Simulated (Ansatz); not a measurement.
Reaction (ligand exchange at the Si–C bond): `OBC(F)[SiH3]` + `N[SiH2][SeH]` → `N[SiH2][Se][SiH3]` + `OBCF`

Program: Ansatz. Geometries: PBE0-D4/def2-TZVP. ΔE: electronic, gas phase. CCSD(T)/CBS is the MP2 limit (def2-TZVPP, def2-QZVPP) plus CCSD(T) − MP2 in def2-TZVPP, frozen cores. For Se outer-core shells are correlated without core-valence functions, which leaves a few kJ/mol of doubt a bond. Scalar relativity is left out up to krypton. One conformer a species, not always the lowest.

```json
{"species": "`OBC(F)[SiH3]`", "CCSD/CBS(def2) energy (Eh)": "-530.49954"}
{"species": "`N[SiH2][SeH]`", "CCSD/CBS(def2) energy (Eh)": "-2747.52402"}
{"species": "`N[SiH2][Se][SiH3]`", "CCSD/CBS(def2) energy (Eh)": "-3037.82398"}
{"species": "`OBCF`", "CCSD/CBS(def2) energy (Eh)": "-240.22933"}
```

**Question.** Work out ΔE.

**Answer.** ΔE = (-3037.82398) + (-240.22933) − (-530.49954) − (-2747.52402) = -0.02975 Eh = -0.81 eV. CCSD(T)/CBS gives -0.81 eV.

Largest T1 diagnostic among the species: 0.013.

From PBE to PBE0 (25 % exact exchange), in def2-TZVPP and without D4, ΔE moves by −0.05 eV. The D4 term adds −0.03 eV with B3LYP and −0.02 eV with PBE0; it sums over pairs of atoms, weighted by their polarisabilities, and B3LYP, whose exchange is more repulsive, gets the larger term.

B3LYP here is the variant with VWN-RPA as its local correlation; programs differ in this.
